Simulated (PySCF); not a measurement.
BrGe, SMILES [Ge][Br] (connectivity only; charge and spin as stated), charge +1, multiplicity 1.

Geometry optimised at B3LYP-D3(BJ)/def2-TZVP. The multiplicity is an assumed one; other spin states were not compared.

Level of theory: HF/def2-TZVPD run with PySCF.

Task: Estimate the frontier levels, gap, dipole moment and polarisability. (Estimate from the structure and the level; the computed values follow.)

Result: 
```
Quantity                                                           Value
------------------------------------------------  ----------------------
highest occupied level                                         -17.78 eV
lowest empty level                                              -6.24 eV
orbital gap                                                     11.54 eV
dipole moment about the centre of nuclear charge                  4.02 D
mean static polarisability                          41.0 bohr³ (6.08 Å³)
polarisability, principal values                  33.1, 33.1, 56.9 bohr³
```
